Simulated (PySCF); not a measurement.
# Stationary points of IO₂Cl

Level of theory: PBE0 in PySCF with I def2-TZVP with ECP28, O def2-TZVP, Cl def2-TZVP; scalar-relativistic core potentials, no spin–orbit coupling; density-fitted integrals.

Relaxations began from a few typed shapes. The search is not exhaustive: other isomers or separated fragments can lie lower, and high-lying points may rest on an excited occupation.

Question: Which is the lowest minimum found?
A. singlet Cs: I–Cl 2.542 Å, I–O 1.759 Å, I–O 1.789 Å; Cl–I–O 92.5°, Cl–I–O 165.1°, O–I–O 102.4°
B. singlet Cs: I–Cl 2.367 Å, I–O 1.757 Å (×2); Cl–I–O 102.3° (×2), O–I–O 108.1°
C. singlet C2v: I–Cl 2.379 Å, I–O 1.824 Å (×2); Cl–I–O 85.0° (×2), O–I–O 169.9°
D. singlet C2v: I–Cl 2.628 Å, I–O 1.773 Å (×2); Cl–I–O 126.4° (×2), O–I–O 107.2°

Answer: B. The others lie at 138.2 (singlet Cs, a saddle point), 157.2 (singlet C2v, a saddle point), 247.0 (singlet C2v, a saddle point) kJ/mol above it.

Counting electrons, iodine keeps 2 of its valence electrons outside its bonds, so the VSEPR class is AX3E1 and the expected shape is trigonal pyramidal; with unlike ligands the computed point group is Cs.
